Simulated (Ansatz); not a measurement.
One change: `CO[CH2][GaH][OH]` becomes `BBCOC`.

Ansatz, PBE0-D4/def2-TZVP geometries, multiplicity 1. Each molecule was computed in one conformer, which needn't be the lowest.

Scalar relativity is left out up to krypton.

```json
{"property": "size of the dipole moment (PBE/def2-TZVPP) / D", "`CO[CH2][GaH][OH]`": "1.12"}
{"property": "HOMO energy (PBE/def2-TZVPP) / eV", "`CO[CH2][GaH][OH]`": "-5.49"}
{"property": "HOMO energy (B3LYP/def2-TZVPP) / eV", "`CO[CH2][GaH][OH]`": "-6.67"}
{"property": "LUMO energy (PBE/def2-TZVPP) / eV", "`CO[CH2][GaH][OH]`": "-1.64"}
{"property": "LUMO energy (ωB97M-V/def2-TZVPP) / eV", "`CO[CH2][GaH][OH]`": "0.81"}
{"property": "HOMO energy (ωB97M-V/def2-TZVPP) / eV", "`CO[CH2][GaH][OH]`": "-9.14"}
```

**Question.** Give the same properties after the change, and the shifts. (An estimate is asked.)

**Answer.** Ansatz gave: 
```tsv
property	`BBCOC`	shift
size of the dipole moment (PBE/def2-TZVPP) / D	1.44	0.32
HOMO energy (PBE/def2-TZVPP) / eV	-5.93	-0.44
HOMO energy (B3LYP/def2-TZVPP) / eV	-7.26	-0.59
LUMO energy (PBE/def2-TZVPP) / eV	-2.71	-1.07
LUMO energy (ωB97M-V/def2-TZVPP) / eV	0.20	-0.61
HOMO energy (ωB97M-V/def2-TZVPP) / eV	-9.91	-0.77
```

With PBE0 the HOMO falls by 0.64 eV and the LUMO falls by 0.84 eV, so the gap narrows by about 0.20 eV. PBE moves the HOMO by -0.44 eV and ωB97M-V by -0.77 eV. Dipoles are sizes alone; their direction can turn.

B3LYP here is the variant with VWN-RPA as its local correlation; programs differ in this.
